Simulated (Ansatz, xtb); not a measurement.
C5H5ClN2: which of two isomers lies lower

Structure X is `Cc1nccnc1Cl`, a singlet and structure Y is `Cc1cncc(Cl)n1`, a singlet. Both are isolated molecules in the gas phase, relaxed with r2SCAN-D4/def2-SVP.

X (Å):

```tsv
atom	x (Å)	y (Å)	z (Å)
C	1.1880	-1.4468	-0.9988
C	-0.1019	-0.8522	-0.5340
C	-2.2346	-0.1352	-0.9905
C	-2.4229	0.2264	0.3431
C	-0.3280	-0.4732	0.8141
Cl	0.9531	-0.7101	1.9819
N	-1.0854	-0.6677	-1.4184
N	-1.4519	0.0508	1.2467
H	1.1229	-1.6539	-2.0742
H	1.4106	-2.3787	-0.4546
H	2.0298	-0.7633	-0.8030
H	-3.0284	0.0072	-1.7335
H	-3.3647	0.6633	0.6952
```

Y (Å):

```xyz
13

C     0.7004   -1.5489   -1.6929
C    -0.2122   -0.8903   -0.7034
C    -1.5536   -0.5943   -1.0087
C    -1.8775    0.2912    1.0644
C    -0.5389   -0.0054    1.3638
Cl    0.0837    0.4031    2.9411
N    -2.3726   -0.0110   -0.1332
N     0.2797   -0.5818    0.5065
H     0.7730   -0.9576   -2.6197
H     0.3245   -2.5463   -1.9731
H     1.7019   -1.6568   -1.2578
H    -1.9676   -0.8404   -1.9948
H    -2.5315    0.7712    1.8007
```

Quicker runs give these differences E(Y) − E(X): GFN2-xTB +1.65 kJ/mol; HF/STO-3G +0.53 kJ/mol (at GFN2-xTB geometries); r2SCAN-D4/def2-SVP//GFN2-xTB +4.88 kJ/mol.

**Question.** Estimate E(Y) − E(X) at the level CCSD(T)/def2-SVP + ΔMP2/def2-TZVPP.

**Answer.** CCSD(T)/def2-SVP + ΔMP2/def2-TZVPP gives E(Y) − E(X) = +3.40 kJ/mol, slightly favouring structure X, which is too small a margin to settle the true order.

Level by level:

```tsv
level	geometry	E(Y) − E(X) (kJ/mol)	departure from the last row (kJ/mol)	job, with rough time for the two
GFN2-xTB	GFN2-xTB	+1.65	−1.76	optimisation, 0.44 s
HF/STO-3G	GFN2-xTB	+0.53	−2.87	single point, 2.5 s
r2SCAN-D4/def2-SVP//GFN2-xTB	GFN2-xTB	+4.88	+1.47	single point, 14 s
r2SCAN-D4/def2-SVP	r2SCAN-D4/def2-SVP	+4.90	+1.50	optimisation, 97 s
HF/def2-SVP	r2SCAN-D4/def2-SVP	+1.01	−2.40	part of the CCSD(T) run
MP2/def2-SVP	r2SCAN-D4/def2-SVP	+4.60	+1.19	part of the CCSD(T) run
CCSD(T)/def2-SVP	r2SCAN-D4/def2-SVP	+4.06	+0.66	single point
CCSD(T)/def2-SVP + ΔMP2/def2-TZVPP	r2SCAN-D4/def2-SVP	+3.40		single point, 4.4 min
```

As drawn, both hold the same kinds of bond in the same numbers.

The largest departure from CCSD(T)/def2-SVP + ΔMP2/def2-TZVPP is that of HF/STO-3G, 2.87 kJ/mol. The last row adds to CCSD(T) the change of the MP2 difference between the two basis sets, here −0.66 kJ/mol.

With thermal terms from frequencies at re-optimised GFN2-xTB minima (ideal gas, soft modes damped towards free rotors, one conformer each, 298.15 K, 1 atm): the zero-point term adds −0.42 kJ/mol; ΔH is +3.37 and ΔG +1.92 kJ/mol.

The correlated steps freeze 12 core orbitals. Run with Ansatz 0.2.0, xtb 6.7.1; the last row on 2 threads of Intel(R) Xeon(R) Processor @ 2.50GHz (Skylake/Cascade Lake) on a shared host.
